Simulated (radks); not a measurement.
Q: Species: Br+. Configuration: [Ar] 3d10 4s2 4p4. Calculated with a radial shooting solver on a logarithmic mesh with Libxc functionals: non-relativistic Kohn-Sham, r2SCAN, spin-polarised, spherical densities, point nucleus; open shells are filled with parallel spins first; meta-GGA in the generalised Kohn-Sham scheme. Some entries of the table are withheld. Estimate them.

orbital,occ.,eigenvalue (hartree),<r> (bohr),<1/r> (bohr^-1)
1s up,1,-482.6221,0.04370,34.49
1s down,1,-482.6146,0.04369,34.49
2s up,1,-62.71071,0.1935,7.663
2s down,1,-62.70945,0.1935,7.662
2p up,3,-56.48852,0.1672,7.626
2p down,3,-56.48285,0.1672,7.625
3s up,1,-9.07454,0.5610,2.532
3s down,1,-9.06819,0.5611,2.531
3p up,3,-6.87281,0.5680,2.415
3p down,3,-6.86484,0.5679,2.414
3d up,5,-2.97353,0.5883,2.155
3d down,5,-2.96271,0.5863,2.159
4s up,1,(1),1.669,0.7896
4s down,1,(2),1.676,0.7886
4p up,3,-0.68867,1.947,0.6695
4p down,1,-0.60482,1.978,0.6618

A: 
(1) 4s up eigenvalue (hartree): -1.15454
(2) 4s down eigenvalue (hartree): -1.06608
